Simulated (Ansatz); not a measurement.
System: germanium monotelluride triplet, GeTe, charge 0, multiplicity 3. This is an excited triplet: at this geometry the singlet lies 1.66 eV lower at CCSD(T)/CBS(def2-TZVPPD,def2-QZVPPD). 
Geometry from a B3LYP-D3(BJ)/def2-TZVP (Ansatz, a quantum-chemistry and plane-wave program) optimisation:
SMILES: [Ge]=[Te]
```xyz
2

Ge     0.0000     0.0000    -1.6237
Te     0.0000     0.0000     0.9992
```
Charge 0, spin multiplicity 3.

Parts of the frozen-core correlation energy in def2-SVP (Ansatz, hartree). Frozen orbitals: 23; correlated occupied orbitals by spin: 6 and 4; virtual: 29 and 31. UHF or UKS for open shells. Spin-orbit coupling is left out. Past Kr the def2 sets carry scalar-relativistic core potentials.

```
term                             value
-------------------------  -----------
reference (HF)             -2342.09442
MP2 opposite-spin                    ?
MP2 same-spin                        ?
CCSD correlation                     ?
(T)                           -0.00624
CCSDT minus CCSD(T)           -0.00474
T1 diagnostic                    0.028
largest doubles amplitude        0.086
<S^2> of the reference           2.022
```

**Question.** What belongs in the gaps?

**Answer.** 
- MP2 opposite-spin, value: -0.09858
- MP2 same-spin, value: -0.03080
- CCSD correlation, value: -0.15684
